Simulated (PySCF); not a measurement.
ReO3, SMILES [O]=[Re+](=[O])=[O], charge +1, multiplicity 1. The structure is a stationary point at PBE0-D3(BJ)/def2-TZVP. The multiplicity is an assumed one; other spin states were not compared. The isomer is the one that the SMILES or the coordinates give; other isomers of the formula were not compared. The def2 effective core potentials stand for the cores of Re; spin–orbit coupling is left out.

Computed equilibrium geometry at PBE0-D3(BJ)/def2-TZVP (PySCF confirms it by a frequency run) as a Z-matrix, and its point group:
point group C3v.
```
Re
O 1 1.6712
O 1 1.6712 2 105.72
O 1 1.6712 2 105.72 3 -111.81
```
Charge +1, spin multiplicity 1.
